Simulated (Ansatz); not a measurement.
Consider the ligand exchange at the Si–C bond: `C/C([SiH3])=N\[SiH3]` + `S[SiH2]Cl` → `[SiH3]S[SiH2]Cl` + `C/C=N\[SiH3]`.

Computed with Ansatz on PBE0-D4/def2-TZVP structures; ΔE is electronic, products minus reactants. CCSD(T)/CBS adds triple-zeta CCSD(T) − MP2 to the extrapolated MP2 energy (def2 sets, frozen cores). Double bonds are as drawn, so ΔE can hold a change between cis and trans. One conformer a species, not always the lowest.

`C/C([SiH3])=N\[SiH3]`:

Z-matrix (Å, degrees):
```
C
C 1 1.500
H 1 1.095 2 109.9
H 1 1.095 2 109.9 3 -116.4
H 1 1.091 2 112.3 3 121.8
Si 2 1.911 1 120.1 3 57.8
N 2 1.266 1 126.4 3 -121.9
H 6 1.484 2 108.4 1 -117.2
H 6 1.490 2 111.8 1 2.9
H 6 1.484 2 108.5 1 123.4
Si 7 1.733 2 134.1 1 0.1
H 11 1.484 7 106.7 2 -121.4
H 11 1.495 7 117.2 2 -0.1
H 11 1.484 7 106.7 2 121.3
```

`S[SiH2]Cl`:

Cartesian coordinates in Å:
```
S -0.351 -1.123 1.234
Si 0.374 0.128 -0.317
Cl 0.137 2.127 0.091
H -1.644 -0.842 0.994
H -0.336 -0.129 -1.587
H 1.820 -0.162 -0.415
```

`[SiH3]S[SiH2]Cl`:

Cartesian coordinates in Å:
```
Si 0.117 -0.045 1.612
S 1.387 -0.548 -0.045
Si 0.025 -0.113 -1.606
Cl -0.600 1.845 -1.560
H -1.284 -0.422 1.294
H 0.616 -0.828 2.767
H 0.190 1.403 1.913
H -1.195 -0.943 -1.499
H 0.744 -0.348 -2.876
```

`C/C=N\[SiH3]`:

```xyz
11

C    -0.518    1.404   -0.541
C    -0.299    0.045   -1.126
N     0.127   -0.995   -0.560
Si    0.628   -1.322    1.062
H     0.079    2.140   -1.088
H    -1.565    1.695   -0.672
H    -0.262    1.447    0.517
H    -0.552   -0.024   -2.196
H     0.567   -0.185    2.032
H     2.034   -1.794    0.997
H    -0.240   -2.411    1.575
```

```json
{"level": "SCS-MP2/def2-TZVPP", "ΔE (kcal/mol)": "-19.2"}
{"level": "MP2/def2-QZVPP", "ΔE (kcal/mol)": "-20.2"}
```

Problem. What does CCSD(T)/CBS give? (An estimate is asked.)

Solution. The calculation gave: -19.2 kcal/mol. The listed levels differ from it by 0.0, -1.0 kcal/mol.

Largest T1 diagnostic among the species: 0.013.

From PBE to PBE0 (25 % exact exchange), in def2-TZVPP and without D4, ΔE moves by −1.2 kcal/mol.
